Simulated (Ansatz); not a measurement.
System: GeSiH₅, charge 0, doublet. GeSiH5 (SMILES [SiH2][GeH3], doublet).
B3LYP-D3(BJ)/def2-TZVP minimum from Ansatz (a program for electronic structure):
```
Ge
H 1 1.5387
H 1 1.5387 2 108.58
H 1 1.5434 2 108.24 3 -117.29
Si 1 2.3835 2 109.77 4 -122.70
H 5 1.4861 1 112.92 2 58.06
H 5 1.4861 6 109.27 1 -126.57
```
Charge 0, spin multiplicity 2.

Total energies in def2-SVP, 13 correlated electrons, 19 frozen orbitals. UHF or UKS for unpaired electrons; spin-orbit terms are left out. Cores are frozen in correlated methods (noble-gas shells, and filled d and f shells in the p block). No relativity.

| method | program | energy (Eh) | minus CCSDT(Q) (mEh) |
|---|---|---|---|
| HF | Ansatz | -2366.80823 | 239.99 |
| MP2 | Ansatz | -2366.99600 | 52.22 |
| CCSD | Ansatz | -2367.04122 | 7.00 |
| CCSD(T) | Ansatz | -2367.04684 | 1.37 |
| CCSDT(Q) | Ansatz | -2367.04821 | 0.00 |

Rough core times of Ansatz's runs on a shared machine: CCSD(T) under 20 s, CCSDT(Q) 4 min.
